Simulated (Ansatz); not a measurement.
C3H9O2Sb, SMILES `C[O][Sb]([CH3])[O]C` at its PBE0-D4/def2-TZVP geometry, where that method's forces vanish. Charge 0, multiplicity 1. Sb takes the def2 core potential.

```xyz
15

C     1.3887    1.2941    0.6375
O     1.4948   -0.0890    0.8782
Sb    0.4422   -1.3775   -0.1575
C     0.6278   -0.4460   -2.0724
O    -1.3144   -0.5224    0.0719
C    -2.0190   -0.7208    1.2736
H     0.3480    1.6165    0.5142
H     1.9521    1.5955   -0.2542
H     1.8096    1.8208    1.4986
H     1.6802   -0.3452   -2.3425
H     0.1226   -1.0581   -2.8209
H     0.1535    0.5345   -2.0287
H    -1.5616   -0.1778    2.1100
H    -3.0364   -0.3437    1.1382
H    -2.0879   -1.7809    1.5539
```

(1) What forces (eV/Å) does r2SCAN-D4/def2-TZVPP give on these atoms in Ansatz 0.2.0? (Best estimate.)

## Answers

(1) The calculation gave: 
```
C1  -0.026  0.311 -0.065
O2   0.132 -0.184  0.181
Sb3  0.075 -0.287 -0.011
C4  -0.011  0.060 -0.091
O5  -0.001  0.152 -0.296
C6  -0.175 -0.059  0.290
H7  -0.006  0.003 -0.004
H8  -0.002  0.001 -0.007
H9  -0.005 -0.012 -0.008
H10 -0.026  0.000  0.004
H11  0.014  0.020  0.009
H12  0.009 -0.013 -0.002
H13  0.004  0.000  0.002
H14  0.018 -0.002 -0.003
H15 -0.001  0.009  0.001
```
